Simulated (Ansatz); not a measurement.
Gas-phase electronic energies from Ansatz, PBE0-D4/def2-TZVP geometries. CBS: MP2 limit from def2 TZ/QZ plus the TZ coupled-cluster correction, frozen cores. This one scheme is used for every species. Functionals use def2-TZVPP. B3LYP here is the variant with VWN-RPA as its local correlation; programs differ in this. Each species was taken in one conformer, which may not be the lowest.

Reaction (silylene formation by 1,1-elimination): `C[SiH2]BN` → `BN` + `C[SiH]`

| level | ΔE (kJ/mol) | difference from CCSD(T)/CBS |
| --- | --- | --- |
| BLYP-D4 | 198.5 | -15.1 |
| r2SCAN-D4 | 232.8 | 19.2 |
| B97M-V | 214.8 | 1.2 |
| B3LYP-D4 | 207.8 | -5.8 |
| ωB97M-V | 206.3 | -7.3 |
| PBE | 214.3 | 0.7 |
| revPBE | 200.0 | -13.6 |
| r2SCAN | 230.6 | 17.0 |
| B3LYP | 196.0 | -17.6 |
| BHLYP | 205.3 | -8.3 |
| RPA@PBE/def2-TZVPP | 193.9 | -19.7 |
| MP2/def2-SVP | 217.5 | 3.9 |
| HF/def2-QZVPP | 189.8 | -23.8 |
| MP2/def2-QZVPP | 224.2 | 10.6 |
| HF/CBS(def2) | 189.8 | -23.8 |
| MP2/CBS(def2) | 226.2 | 12.6 |
| CCSD(T)/CBS | 213.6 | 0 |

Largest T1 diagnostic among the species: 0.012.

The D4 term adds +11.8 kJ/mol with B3LYP and +6.7 kJ/mol with PBE0; it sums over pairs of atoms, weighted by their polarisabilities, and B3LYP, whose exchange is more repulsive, gets the larger term. At CCSD(T), def2-SVP lies −10.5 kJ/mol from the extrapolated value and def2-TZVPP −4.7 kJ/mol. From BLYP to BHLYP (50 % exact exchange), in def2-TZVPP and without D4, ΔE moves by +21.8 kJ/mol.
